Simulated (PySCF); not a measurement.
Isomers of C7H10ClFO, mass 164.040 u with the commonest isotopes. Computed with PBE0/pcSseg-1 in PySCF (dipole) on a GFN2-xTB geometry, gas phase. One conformer each, none proved a minimum here; rigid rotors.

Question: Order these by rotational constant A, smallest first.
A. `[CH3:1][C@@H:2]1[CH2:3][CH2:4][C@@H:5]([C:6](=[O:7])[Cl:8])[C@H:9]1[F:10]` with C4–C5–C6–O7 26°, C1–C2–C3–C4 -164°, C2–C3–C4–C5 29°, C3–C4–C5–C6 -123°, C4–C5–C9–F10 -143°
B. `[CH2:1]=[CH:2][C@@H:3]([O:4][CH3:5])[C:6](=[CH2:7])[C@H:8]([F:9])[Cl:10]` with C1–C2–C3–O4 -5°, C2–C3–O4–C5 -169°, C2–C3–C6–C7 113°, C3–C6–C8–F9 -147°
C. `[CH3:1][C@@:2]1([C:3](=[O:4])[Cl:5])[CH2:6][CH2:7][CH2:8][C@@H:9]1[F:10]` with C1–C2–C3–O4 116°, C1–C2–C6–C7 79°, C2–C6–C7–C8 31°, C6–C7–C8–C9 -10°, C7–C8–C9–F10 104°

Answer: B (1364 MHz), C (1854 MHz), A (2065 MHz).

Question: Order these by dipole moment, smallest first.
A. `[CH2:1]=[CH:2][C@@H:3]([O:4][CH3:5])[C:6](=[CH2:7])[C@H:8]([F:9])[Cl:10]` with C1–C2–C3–O4 -5°, C2–C3–O4–C5 -169°, C2–C3–C6–C7 113°, C3–C6–C8–F9 -147°
B. `[CH3:1][C@@:2]1([C:3](=[O:4])[Cl:5])[CH2:6][CH2:7][CH2:8][C@@H:9]1[F:10]` with C1–C2–C3–O4 116°, C1–C2–C6–C7 79°, C2–C6–C7–C8 31°, C6–C7–C8–C9 -10°, C7–C8–C9–F10 104°
C. `[CH3:1][C@@H:2]1[CH2:3][CH2:4][C@@H:5]([C:6](=[O:7])[Cl:8])[C@H:9]1[F:10]` with C4–C5–C6–O7 26°, C1–C2–C3–C4 -164°, C2–C3–C4–C5 29°, C3–C4–C5–C6 -123°, C4–C5–C9–F10 -143°

Answer: A (2.75 D), C (4.05 D), B (4.32 D).

Question: Order these by rotational constant B, largest first.
A. `[CH2:1]=[CH:2][C@@H:3]([O:4][CH3:5])[C:6](=[CH2:7])[C@H:8]([F:9])[Cl:10]` with C1–C2–C3–O4 -5°, C2–C3–O4–C5 -169°, C2–C3–C6–C7 113°, C3–C6–C8–F9 -147°
B. `[CH3:1][C@@:2]1([C:3](=[O:4])[Cl:5])[CH2:6][CH2:7][CH2:8][C@@H:9]1[F:10]` with C1–C2–C3–O4 116°, C1–C2–C6–C7 79°, C2–C6–C7–C8 31°, C6–C7–C8–C9 -10°, C7–C8–C9–F10 104°
C. `[CH3:1][C@@H:2]1[CH2:3][CH2:4][C@@H:5]([C:6](=[O:7])[Cl:8])[C@H:9]1[F:10]` with C4–C5–C6–O7 26°, C1–C2–C3–C4 -164°, C2–C3–C4–C5 29°, C3–C4–C5–C6 -123°, C4–C5–C9–F10 -143°

Answer: A (951.4 MHz), B (893.6 MHz), C (777.1 MHz).

| SMILES | point group | Ia (u·Å²) | Ib (u·Å²) | Ic (u·Å²) | κ | μa (D) | μb (D) | μc (D) |
| --- | --- | --- | --- | --- | --- | --- | --- | --- |
| C[C@@H]1CC[C@@H](C(=O)Cl)[C@H]1F | C1 | 244.73 | 650.33 | 769.30 | -0.83 | 3.08 | 1.15 | 2.35 |
| C=C[C@@H](OC)C(=C)[C@H](F)Cl | C1 | 370.44 | 531.21 | 705.47 | -0.27 | 2.24 | 1.07 | 1.17 |
| C[C@@]1(C(=O)Cl)CCC[C@@H]1F | C1 | 272.63 | 565.57 | 615.16 | -0.86 | 3.28 | 0.62 | 2.73 |
